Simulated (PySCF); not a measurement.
`CO[SiH](OC)C(C)=O`. Computed with PBE0-D3(BJ)/def2-SVP geometry optimisation, gas phase in PySCF 2.14.0.

```
atom  x, y, z in Å
C1    -1.2462    2.3826    0.1508
O2    -1.0548    1.1424   -0.4800
Si3   -0.2331   -0.1423    0.1624
O4    -0.4029   -1.4285   -0.8575
C5    -1.6237   -1.9945   -1.2584
C6     1.6277    0.3028    0.2425
C7     2.6835   -0.4923   -0.4664
O8     1.8788    1.3020    0.8901
H9    -0.2859    2.8636    0.4008
H10   -1.8042    3.0410   -0.5317
H11   -1.8308    2.2801    1.0834
H12   -0.7525   -0.4328    1.5347
H13   -2.1810   -2.4144   -0.4014
H14   -1.4184   -2.8120   -1.9651
H15   -2.2679   -1.2531   -1.7608
H16    2.4339   -0.5679   -1.5371
H17    2.6873   -1.5258   -0.0826
H18    3.6708   -0.0295   -0.3288
```

(1) Which two atoms are farthest apart?

(2) How far are the heavy atoms from their best plane (unweighted least squares)?

(3) Work out the bond lengths O2–Si3, Si3–H12, O4–C5, C5–H14, C6–C7, C7–H16, C7–H17 in bohr.

(4) What is the repulsion energy of the bare nuclei, Σ ZA·ZB/RAB?

(5) What are the angles H9–C1–H11, Si3–O4–C5, H13–C5–H14, C7–C6–O8, H17–C7–H18?

Results:

(1) H10···H17, 6.42 Å; the next longest distance is 6.32 Å.

(2) 0.310 Å rms; C1 0.15, O2 0.36, Si3 0.51, O4 0.01, C5 0.04, C6 0.10, C7 0.48, O8 0.33 Å (magnitudes).

(3) For O2–Si3 the difference vector is (0.8217, -1.2847, 0.6424) Å, of length 1.6548 Å. 1 bohr = 0.529177 Å. O2–Si3 3.127; Si3–H12 2.827; O4–C5 2.653; C5–H14 2.079; C6–C7 2.834; C7–H16 2.082; C7–H17 2.083 bohr.

(4) 478.61 Eh over 153 pairs, with full nuclear charges and distances in bohr; the largest single term is 35.91 Eh (Si3 with O4).

(5) From the scalar product of the two bond vectors; for H9–C1–H11 it is -0.3775 Å² over 1.1027 × 1.1054 Å², cos θ = -0.3097. H9–C1–H11 108.0°; Si3–O4–C5 125.5°; H13–C5–H14 108.1°; C7–C6–O8 122.8°; H17–C7–H18 110.4°.

No frequency check. One conformer, not necessarily the lowest.
